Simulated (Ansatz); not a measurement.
A search over several starts for the lowest SCF solution of the cluster Ti₂S₃ at the given spin, in a small basis.

```yaml
crystal:
  periodic: [false, false, false]
  atoms:
    - {symbol: Ti, position_ang: [-0.530045, -0.580762, -0.828740]}
    - {symbol: Ti, position_ang: [0.530040, 0.580675, 0.828712]}
    - {symbol: S, position_ang: [1.642319, -1.085877, -0.289579]}
    - {symbol: S, position_ang: [-0.266414, 1.691131, -1.014498]}
    - {symbol: S, position_ang: [-1.375900, -0.605177, 1.304115]}
basis:
  gaussian: {orbitals: def2-SVP, initial_orbitals: start.molden}
hamiltonian: {xc: pbe, dispersion: d4}
output: {orbitals: {seedname: orbitals}}
```

The file start.molden holds the orbitals of an earlier run on this structure, at another level or in another basis.

```sh
$ ansatz run in.yaml --threads 4 --pin off --events-out ev --progress --plain --max-ram 4787MiB
```

It prints (some lines left out):

```
Functional definition: PBE
1375 factors; their error is unknown
mean field evaluation 1: about -78666.3993 eV, gradient 1.1e2 eV
mean field evaluation 2: about -78682.5356 eV, gradient 2.2e1 eV
mean field evaluation 4: about -78699.5074 eV, gradient 1.5e1 eV
mean field evaluation 8: about -78700.8783 eV, gradient 1.5e-1 eV
mean field evaluation 16: about -78687.3642 eV, gradient 7.6e1 eV
mean field -78700.87838474 eV, -2892.2039352679 hartree, gradient 2.3e-5 eV, S^2 0.000000; 3 other end points of the search recorded, 0 dependent functions left out
reference -78700.87847168 eV, -2892.2039384627 hartree; 46, 46 occupied and 70, 70 virtual orbitals, 1375 factors
Total energy: -78701.20159904 eV, -2892.2158131744 hartree
```

Hardware: 4 threads of Intel Xeon on a shared host. Wall time 6.5 s.

The restricted singlet is unstable towards broken spin symmetry in Hartree–Fock (as tested in another run); at PBE-D4/def2-SVP this wasn't settled. The structure comes from a short search, and lower isomers may exist.
